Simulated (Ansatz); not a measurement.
`[Cl][Hf]([Cl])([Cl])[Br]` at its PBE0-D4/def2-TZVP geometry, where that method's forces vanish. Total charge 0; spin multiplicity 1. Hf: def2 effective core potential.

```xyz
5

Cl   -0.2644    2.2566    0.4974
Hf   -0.0107    0.0030    0.0260
Cl    1.4264   -0.9470    1.5744
Cl   -2.0734   -1.0433    0.1507
Br    0.9221   -0.2692   -2.2485
```

(1) What forces (eV/Å) does PBE-D4/def2-TZVPP give on these atoms in the Gaussian-basis code of Ansatz? (Estimate.)

Results:

(1) Ansatz gave: 
```
Cl1 -0.022  0.199  0.040
Hf2  0.008 -0.003 -0.020
Cl3  0.128 -0.084  0.136
Cl4 -0.182 -0.093  0.010
Br5  0.068 -0.020 -0.166
```
